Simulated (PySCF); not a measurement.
## Correlation energy of B (boron, neutral)

[He] 2s2 2p1, 2P determinant. All numbers are calculated (PySCF 2.14, the non-relativistic Hamiltonian (point nucleus), in 6-31G*). Frozen: 1s2; 3 electrons correlated.

MP2 pair energies summed by pair of shells (mhartree):

```tsv
pair	energy	share (%)
2s-2s	-22.22	61.6
2s-2p	-13.84	38.4
```

Total MP2 correlation energy: -36.05 mhartree.

Same-spin part -2.27 and opposite-spin part -33.78 mhartree; SCS-MP2 scales them by 1/3 and 6/5 to -41.30 mhartree.

```tsv
level	correlation energy (mhartree)
CCSD	-56.34
(T)	-0.77
CCSD(T)	-57.11
```

Diagnostics: T1 = 0.0095, D1 = 0.0166, largest double amplitude 0.145.

Cost of the coupled-cluster step: 0.09 s of wall time on 1 thread of Neoverse-V1 (shared host), for 3 correlated electrons.

Iterations:

```
CC2 = 0
CCSD nocc = (np.int64(2), np.int64(1)), nmo = (13, 13)
frozen orbitals [[0], [0]]
max_cycle = 100
direct = 0
conv_tol = 1e-08
conv_tol_normt = 1e-06
diis_space = 8
diis_start_cycle = 0
Init t2, MP2 energy = -0.0360536971870954
Init E_corr(UCCSD) = -0.0360536971872234
cycle = 1  E_corr(UCCSD) = -0.047591749160754  dE = -0.011538052  norm(t1,t2) = 0.0588667
cycle = 2  E_corr(UCCSD) = -0.0521110912094507  dE = -0.00451934205  norm(t1,t2) = 0.029201
cycle = 3  E_corr(UCCSD) = -0.0563906653300735  dE = -0.00427957412  norm(t1,t2) = 0.0154764
cycle = 4  E_corr(UCCSD) = -0.0563217412780892  dE = 6.8924052e-05  norm(t1,t2) = 0.00130725
cycle = 5  E_corr(UCCSD) = -0.0563554290362362  dE = -3.36877581e-05  norm(t1,t2) = 0.000178553
cycle = 6  E_corr(UCCSD) = -0.056339797753205  dE = 1.5631283e-05  norm(t1,t2) = 4.78954e-05
cycle = 7  E_corr(UCCSD) = -0.0563450464760096  dE = -5.2487228e-06  norm(t1,t2) = 1.72861e-05
cycle = 8  E_corr(UCCSD) = -0.0563443518714059  dE = 6.94604604e-07  norm(t1,t2) = 2.91611e-06
cycle = 9  E_corr(UCCSD) = -0.0563444310839594  dE = -7.92125536e-08  norm(t1,t2) = 3.53933e-07
cycle = 10  E_corr(UCCSD) = -0.0563444140042841  dE = 1.70796753e-08  norm(t1,t2) = 8.82528e-08
cycle = 11  E_corr(UCCSD) = -0.0563444118034993  dE = 2.20078483e-09  norm(t1,t2) = 2.80715e-08
UCCSD converged
E(UCCSD) = -24.5783163414668  E_corr = -0.05634441180349931
UCCSD(T) correction = -0.000768147317785414
```
